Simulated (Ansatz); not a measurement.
H4AlO4, charge -1, singlet, geometry from GFN2-xTB (such geometries of metal compounds can be far from the true shape) (a gas-phase anion, which may not be bound at this level); MP2/def2-TZVPD (Ansatz, a quantum-chemistry and plane-wave program).

The Ansatz input:
Ansatz 0.2 input:
```yaml
crystal:
  periodic: [false, false, false]
  atoms:
    - {symbol: Al, position_ang: [-0.00000000, -0.00000000, 0.00000000]}
    - {symbol: O, position_ang: [1.59313843, -0.42413910, -0.58471425]}
    - {symbol: H, position_ang: [1.74873406, -0.42433841, -1.51895907]}
    - {symbol: O, position_ang: [0.13241339, 0.26358735, 1.72419929]}
    - {symbol: H, position_ang: [0.86144131, 0.77219113, 2.05109978]}
    - {symbol: O, position_ang: [-0.52422129, 1.40837082, -0.89529798]}
    - {symbol: H, position_ang: [-1.43335272, 1.66832111, -0.84117489]}
    - {symbol: O, position_ang: [-1.20133053, -1.24781906, -0.24418706]}
    - {symbol: H, position_ang: [-1.17682264, -2.01617383, 0.30903419]}
basis:
  gaussian:
    orbitals: def2-TZVPD
total_charge: -1
magnetization: {spin_polarized: false}
correlation: {method: mp2}
```

What the program printed (banner, timings and long lists left out):

```
Functional definition: HF
1568 factors; integrals over basis functions are off by at most 1.0e-3 eV
mean field evaluation 1: about -14801.7839 eV, gradient 4.8e1 eV
mean field evaluation 2: about -14801.9046 eV, gradient 4.9e1 eV
mean field evaluation 4: about -14806.1033 eV, gradient 3.1e0 eV
mean field evaluation 8: about -14806.1429 eV, gradient 1.5e-1 eV
mean field -14806.14304714 eV, -544.1157210180 hartree, gradient 1.3e-6 eV, S^2 0.000000; 0 other end points of the search recorded, 0 dependent functions left out
9 core orbitals not correlated
reference -14806.14304714 eV, -544.1157210180 hartree; 16, 16 occupied and 214, 214 virtual orbitals, 1568 factors
second order -29.12524854 eV of doubles, -0.00000000 eV of singles
Total energy: -14835.26829567 eV, -545.1860541599 hartree
```
